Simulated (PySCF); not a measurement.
**Magnetisability: `CO[C@@H]1[C@@H](C)C[C@@H](C)[P@@H]1=S`, C₇H₁₅OPS**

Molfile (atoms numbered from 1):
```
C7H15OPS
     RDKit          3D

 25 25  0  0  0  0  0  0  0  0999 V2000
    3.1774   -0.5375    0.3527 C   0  0  0  0  0  0  0  0  0  0  0  0
    2.1259    0.3386    0.6789 O   0  0  0  0  0  0  0  0  0  0  0  0
    0.9807    0.1126   -0.0778 C   0  0  2  0  0  0  0  0  0  0  0  0
   -0.0377    1.2401    0.1276 C   0  0  1  0  0  0  0  0  0  0  0  0
    0.3623    2.4949   -0.6362 C   0  0  0  0  0  0  0  0  0  0  0  0
   -1.3995    0.6873   -0.2962 C   0  0  0  0  0  0  0  0  0  0  0  0
   -1.6201   -0.6218    0.4595 C   0  0  1  0  0  0  0  0  0  0  0  0
   -2.7147   -1.5145   -0.1059 C   0  0  0  0  0  0  0  0  0  0  0  0
    0.0423   -1.4473    0.4575 P   0  0  2  0  0  5  0  0  0  0  0  0
    0.5322   -2.4259    2.0456 S   0  0  0  0  0  0  0  0  0  0  0  0
    3.9787   -0.3434    1.0618 H   0  0  0  0  0  0  0  0  0  0  0  0
    3.5323   -0.3592   -0.6704 H   0  0  0  0  0  0  0  0  0  0  0  0
    2.8550   -1.5825    0.4419 H   0  0  0  0  0  0  0  0  0  0  0  0
    1.2327    0.0176   -1.1500 H   0  0  0  0  0  0  0  0  0  0  0  0
   -0.0534    1.4609    1.2008 H   0  0  0  0  0  0  0  0  0  0  0  0
   -0.3403    3.2998   -0.4355 H   0  0  0  0  0  0  0  0  0  0  0  0
    1.3544    2.8139   -0.3282 H   0  0  0  0  0  0  0  0  0  0  0  0
    0.3733    2.3034   -1.7076 H   0  0  0  0  0  0  0  0  0  0  0  0
   -1.3938    0.4964   -1.3728 H   0  0  0  0  0  0  0  0  0  0  0  0
   -2.1927    1.4040   -0.0810 H   0  0  0  0  0  0  0  0  0  0  0  0
   -1.8344   -0.4062    1.5153 H   0  0  0  0  0  0  0  0  0  0  0  0
   -2.7632   -2.4462    0.4561 H   0  0  0  0  0  0  0  0  0  0  0  0
   -3.6816   -1.0195   -0.0394 H   0  0  0  0  0  0  0  0  0  0  0  0
   -2.5184   -1.7512   -1.1504 H   0  0  0  0  0  0  0  0  0  0  0  0
   -0.0083   -2.1902   -0.7371 H   0  0  0  0  0  0  0  0  0  0  0  0
  1  2  1  0
  2  3  1  0
  3  4  1  0
  4  5  1  0
  4  6  1  0
  6  7  1  0
  7  8  1  0
  7  9  1  0
  9 10  2  0
  9  3  1  0
  1 11  1  0
  1 12  1  0
  1 13  1  0
  3 14  1  6
  4 15  1  1
  5 16  1  0
  5 17  1  0
  5 18  1  0
  6 19  1  0
  6 20  1  0
  7 21  1  1
  8 22  1  0
  8 23  1  0
  8 24  1  0
  9 25  1  6
M  END
```

Method: GIAO KT3/pcSseg-1 magnetisability, rotational g tensor and spin-rotation constants, non-relativistic, gas phase (PySCF). Geometry: GFN2-xTB.

Problem. What are the magnetisability and the molar susceptibility?

Solution. Isotropic -1987 × 10⁻³⁰ J/T², or -119.6 × 10⁻⁶ cm³/mol; principal values -2039, -1965, -1956 × 10⁻³⁰ J/T², anisotropy 78 × 10⁻³⁰ J/T² (root of half the summed squared differences of the principal values). The susceptibility is in cgs units.

Problem. Split it along the inertial axes a, b, c into diamagnetic and paramagnetic parts about the centre of mass, with the quadrupole moment.

Solution. 
```
axis  χ (10⁻⁶ cm³/mol)  diamagnetic (10⁻⁶ cm³/mol)  paramagnetic (10⁻⁶ cm³/mol)  summed x² of all electrons (Å²)  quadrupole Θ (D Å)
   a            -119.0                     -1347.1                       1228.1                            280.6               -8.54
   b            -120.8                     -1390.7                       1269.9                            270.3               +6.31
   c            -119.2                     -2337.0                       2217.8                             47.2               +2.22
```
Anisotropies 2χaa − χbb − χcc = +2.1 and 2χbb − χaa − χcc = -3.6 × 10⁻⁶ cm³/mol. Θ is traceless in Buckingham's convention.

Problem. And the rotational g tensor?

Solution. 
```
axis  rotational constant (GHz)        g  nuclear part  electronic part
   a                     1.0489  -0.0069        0.5983          -0.6052
   b                     0.9863  -0.0097        0.5787          -0.5884
   c                     0.5591  -0.0053        0.5772          -0.5825
```
Asymmetric top; isotopes 12C, 1H, 16O, 31P, 32S; no vibrational averaging.
